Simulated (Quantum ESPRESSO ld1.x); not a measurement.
Problem. C V, configuration [He]. Method: scalar-relativistic Kohn-Sham, exchange-only LDA, spin-polarised, spherical densities, point nucleus; computed with ld1.x of Quantum ESPRESSO 7.5. Some entries of the table are withheld. Estimate them.

orbital,occ.,eigenvalue (eV),<r^2> (bohr^2),<1/r> (bohr^-1)
1s,2,-352.299,(1),5.648
2s,0,-67.7046,(2),1.207
2p,0,-61.2301,1.470,1.153

Solution. 
(1) 1s <r^2> (bohr^2): 0.09817
(2) 2s <r^2> (bohr^2): 1.756
